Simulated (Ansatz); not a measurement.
`OB(O)[Te][SiH3]` + H₂ → `[SiH3][TeH]` + `OBO`  (hydrogenolysis of a Te–B bond)

Isolated molecules relaxed with PBE0-D4/def2-TZVP in Ansatz; ΔE leaves out vibrations. CBS: MP2 limit from def2 TZ/QZ plus the TZ coupled-cluster correction, frozen cores. This one scheme is used for every species. def2 core potentials past Kr. For Te outer-core shells are correlated without core-valence functions, which leaves a few kJ/mol of doubt a bond. One conformer a species, not always the lowest.

```
          species  CCSD(T)/CBS(def2) energy (Eh)
`OB(O)[Te][SiH3]`                     -735.09781
               H₂                       -1.17544
    `[SiH3][TeH]`                     -559.21313
            `OBO`                     -177.05255
```

Q: Work out ΔE.

A: ΔE = (-559.21313) + (-177.05255) − (-735.09781) − (-1.17544) = 0.00757 Eh = +4.8 kcal/mol.

Largest T1 diagnostic among the species: 0.013.

The D4 term adds +3.5 kcal/mol with B3LYP and +1.9 kcal/mol with PBE0; it sums over pairs of atoms, weighted by their polarisabilities, and B3LYP, whose exchange is more repulsive, gets the larger term. From PBE to PBE0 (25 % exact exchange), in def2-TZVPP and without D4, ΔE moves by −0.9 kcal/mol. In def2-TZVPP, CCSD(T) changes the Hartree–Fock value by +8.3 kcal/mol (the triples alone add +1.9 kcal/mol) and MP2 by +11.1 kcal/mol.

B3LYP here is the variant with VWN-RPA as its local correlation; programs differ in this.
